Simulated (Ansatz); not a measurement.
Computed with Ansatz on PBE0-D4/def2-TZVP structures; ΔE is electronic, products minus reactants. CBS: MP2 limit from def2 TZ/QZ plus the TZ coupled-cluster correction, frozen cores. DFT in def2-TZVPP. Elements past krypton have def2 core potentials. For I outer-core shells are correlated without core-valence functions, which leaves a few kJ/mol of doubt a bond. One conformer a species, not always the lowest.

`N[SiH2]CS` + `[F][Al]([F])[I]` → `SC[SiH2]I` + `[NH2][Al]([F])[F]`  (redistribution)

`N[SiH2]CS`:

Cartesian coordinates in Å:
```
N 0.444 -0.047 -1.544
Si -0.006 -0.876 -0.104
C -0.041 0.313 1.346
S -1.066 1.761 0.984
H -0.070 -0.215 -2.393
H 1.406 0.175 -1.741
H -1.364 -1.426 -0.337
H 0.936 -1.981 0.249
H 0.965 0.615 1.649
H -0.499 -0.193 2.201
H -0.705 1.873 -0.308
```

`[F][Al]([F])[I]`:

Cartesian coordinates in Å:
```
F -0.027 -1.131 1.319
Al 0.137 -0.123 0.045
F 1.510 -0.198 -0.837
I -1.621 1.452 -0.527
```

`SC[SiH2]I`:

Cartesian coordinates in Å:
```
S -1.424 0.404 1.441
C -0.698 0.642 -0.199
Si 1.004 -0.118 -0.357
I 0.839 -2.541 -0.060
H -1.248 -0.928 1.500
H -0.583 1.725 -0.316
H -1.371 0.298 -0.986
H 1.911 0.407 0.688
H 1.570 0.111 -1.711
```

`[NH2][Al]([F])[F]`:

Cartesian coordinates in Å:
```
N 0.779 0.493 0.276
Al -0.634 -0.401 -0.225
F -1.840 -0.726 0.838
F -0.784 -0.936 -1.768
H 0.928 0.847 1.206
H 1.550 0.723 -0.327
```

Problem. Is it downhill or uphill in electronic energy at CCSD(T)/CBS, and by how much? (Estimate.)

Solution. Ansatz gave: Uphill: ΔE = +7.4 kJ/mol.

Problem. What do these levels give: B97M-V, B2PLYP, r2SCAN0, MP2/def2-SVP, CCSD/def2-TZVPP, MP2/CBS(def2)? (Best estimate.)

Solution. Ansatz gave: B97M-V 12.4, B2PLYP 9.7, r2SCAN0 11.7, MP2/def2-SVP 9.5, CCSD/def2-TZVPP 10.7, MP2/CBS(def2) 4.6 kJ/mol.

Largest T1 diagnostic among the species: 0.012.

From BLYP to BHLYP (50 % exact exchange), in def2-TZVPP and without D4, ΔE moves by +5.2 kJ/mol. Leaving LDA and LC-ωPBE aside and taking each functional with its dispersion term where it has one, the values, not all of them listed here, spread over 6.7 kJ/mol, from BLYP-D4 to B97M-V. In def2-TZVPP, CCSD(T) changes the Hartree–Fock value by −8.8 kJ/mol (the triples alone add −0.9 kJ/mol) and MP2 by −11.6 kJ/mol.
